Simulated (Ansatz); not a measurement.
Z-matrix (Å, degrees):
```
C
Mo 1 2.961
O 1 1.402 2 30.1
H 1 1.096 2 88.4 3 -141.0
H 1 1.096 2 102.4 3 110.5
H 1 1.094 2 137.0 3 -24.6
N 2 1.732 1 90.5 3 147.1
N 2 1.731 1 127.9 3 25.8
N 2 1.941 1 107.5 3 -105.1
H 7 1.010 2 154.8 1 -131.9
H 8 1.010 2 154.9 1 113.2
H 9 1.008 2 122.9 1 -79.6
H 9 1.008 2 123.1 1 120.4
```

The species carries charge 0 and has multiplicity 1. Mo takes the def2 core potential.

Q: List the PBE0/def2-TZVPP orbital energies in eV (Ansatz). (Best estimate.)

A: The calculation gave: Occupied: -522.55, -391.15, -391.07, -390.98, -279.20, -72.46, -45.33, -45.06, -44.90, -27.59, -23.25, -21.77, -21.51, -18.66, -13.81, -13.19, -13.03, -12.74, -12.53, -12.18, -11.55, -9.52, -9.38, -8.63, -8.01, -7.84, -7.49, -7.15. Lowest empty: -0.95, -0.83, 0.03, 0.27, 0.46, 0.64, 1.16, 1.23.
